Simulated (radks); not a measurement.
Values are calculated unless marked as measured or tabulated.
Problem. These are the eigenvalues of the occupied orbitals of an atom or ion with whole-number occupations (hartree). Code: a radial shooting solver on a logarithmic mesh with Libxc functionals. Model: scalar-relativistic Kohn-Sham, LB94 model potential, spin-polarised, spherical densities, finite nucleus; Fermi nuclear charge, rms radius of each element as measured or else 0.836 A^(1/3) + 0.57 fm.

| orbital | eigenvalue |
|---|---|
| 1s | -3156.608 |
| 2s | -563.8659 |
| 2p | -485.5636 |
| 3s | -135.9167 |
| 3p | -113.3633 |
| 3d | -89.90671 |
| 4s | -31.39554 |
| 4p | -24.03351 |
| 4d | -15.36456 |
| 5s | -6.23777 |
| 4f | -5.76015 |
| 5p | -4.19336 |
| 5d | -1.93776 |

Which element is it, and in what charge state? The configuration may be excited. Open shells, if any, are filled with parallel spins first.

Solution. Z = 81, thallium, charge +3: Tl3+ in [Xe] 4f14 5d10. The list shows which subshells hold electrons but not how many an open one holds; the 1s level, -3156.6 hartree, gives Z - s = 79.5 by -(Z - s)^2/2, which with screening and relativity narrows Z to a few neighbours, and the depths of the outer levels then fix element, charge and occupations together.
